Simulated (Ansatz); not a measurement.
One change: `O[SiH2]CBS` becomes `O[SiH2][CH2][GaH2]`.

Ansatz, PBE0-D4/def2-TZVP geometries, multiplicity 1. Each molecule was computed in one conformer, which needn't be the lowest.

Scalar relativity is left out up to krypton.

| property | `O[SiH2]CBS` |
| --- | --- |
| HOMO–LUMO gap (ωB97M-V/def2-TZVPP) / eV | 10.90 |
| LUMO energy (PBE/def2-TZVPP) / eV | -2.00 |
| size of the dipole moment (ωB97M-V/def2-TZVPP) / D | 1.39 |
| size of the dipole moment (B3LYP/def2-TZVPP) / D | 1.38 |
| HOMO energy (B3LYP/def2-TZVPP) / eV | -7.72 |
| HOMO energy (PBE0/def2-TZVPP) / eV | -7.96 |

Q: What does the change do to each property? (Estimate.)

A: The calculation gave: 
```json
{"property": "HOMO–LUMO gap (ωB97M-V/def2-TZVPP) / eV", "`O[SiH2][CH2][GaH2]`": "10.54", "shift": "-0.36"}
{"property": "LUMO energy (PBE/def2-TZVPP) / eV", "`O[SiH2][CH2][GaH2]`": "-1.50", "shift": "0.50"}
{"property": "size of the dipole moment (ωB97M-V/def2-TZVPP) / D", "`O[SiH2][CH2][GaH2]`": "2.11", "shift": "0.72"}
{"property": "size of the dipole moment (B3LYP/def2-TZVPP) / D", "`O[SiH2][CH2][GaH2]`": "2.10", "shift": "0.72"}
{"property": "HOMO energy (B3LYP/def2-TZVPP) / eV", "`O[SiH2][CH2][GaH2]`": "-7.23", "shift": "0.49"}
{"property": "HOMO energy (PBE0/def2-TZVPP) / eV", "`O[SiH2][CH2][GaH2]`": "-7.46", "shift": "0.50"}
```

With PBE0 the HOMO rises by 0.50 eV and the LUMO rises by 0.44 eV, so the gap narrows by about 0.06 eV. PBE moves the HOMO by 0.44 eV and ωB97M-V by 0.50 eV. Dipoles are sizes alone; their direction can turn.

B3LYP here is the variant with VWN-RPA as its local correlation; programs differ in this.
